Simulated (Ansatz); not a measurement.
Geometry optimisation, Ansatz 0.2.0, RKS PBE0-D4/def2-SVP.

The input (input.yaml):

```yaml
crystal:
  periodic: [false, false, false]
  atoms:
    - { symbol: Si, position_ang: [-0.549971, 1.19457, -0.40696] }
    - { symbol: H, position_ang: [-0.706959, -1.003726, 1.195179] }
    - { symbol: F, position_ang: [-0.652889, 2.496464, -1.306428] }
    - { symbol: F, position_ang: [-1.929743, 0.420666, -0.458597] }
    - { symbol: F, position_ang: [-0.176277, 1.612781, 1.072213] }
    - { symbol: H, position_ang: [1.712495, -1.509757, -0.38202] }
    - { symbol: F, position_ang: [0.639012, 0.26491, -1.03768] }
    - { symbol: H, position_ang: [-0.106771, -1.339646, 1.050292] }
    - { symbol: F, position_ang: [1.771103, -2.136363, 0.274001] }
basis:
  gaussian: { orbitals: def2-SVP }
hamiltonian:
  xc: pbe0
  dispersion: d4
relax:
  f_tol: 0.03
  max_steps: 50
output:
  orbitals: {}
```

Run as:

```bash
$ ansatz run input.yaml --threads 2 --pin off --max-ram 3072MiB --backend cpu --events-out ev --progress --plain --runs-dir out
```

Question: Where does it end, and by what steps?

Answer: The run converged. The force dipped under the threshold on the way, but the program's further checks kept it going. After 19 steps the energy has fallen by 0.184 eV; F9 moved furthest, 0.84 Å.

| step | energy less start (eV) | largest force component (eV/Å) | accepted |
| --- | --- | --- | --- |
| 0 | 0.0000 | 2.142 | yes |
| 1 | -0.1226 | 0.503 | yes |
| 2 | -0.1587 | 0.181 | yes |
| 3 | -0.1635 | 0.360 | yes |
| 4 | -0.1692 | 0.092 | yes |
| 5 | -0.1698 | 0.147 | yes |
| 6 | -0.1712 | 0.013 | yes |
| 7 | -0.1717 | 0.028 | yes |
| 8 | -0.1678 | 0.382 | no |
| 9 | -0.1724 | 0.133 | yes |
| 10 | -0.1730 | 0.109 | yes |
| 11 | -0.1743 | 0.156 | yes |
| 12 | -0.1761 | 0.159 | yes |
| 13 | -0.1779 | 0.258 | yes |
| 14 | -0.1797 | 0.244 | yes |
| 15 | -0.1811 | 0.224 | yes |
| 16 | -0.1822 | 0.215 | yes |
| 17 | -0.1811 | 0.373 | no |
| 18 | -0.1834 | 0.051 | yes |
| 19 | -0.1835 | 0.022 | yes |

```xyz
9
Properties=species:S:1:pos:R:3
Si -0.434 1.152 -0.492
H -1.025 -1.621 1.253
F -0.426 2.447 -1.405
F -1.926 0.688 -0.237
F 0.303 1.450 0.873
H 1.531 -1.126 -0.364
F 0.341 -0.009 -1.278
H -0.266 -1.655 1.191
F 1.903 -1.326 0.459
```

Time of the run: 37 s on 2 threads of Arm Neoverse V2 (shared host), peak memory 0.22 GiB.
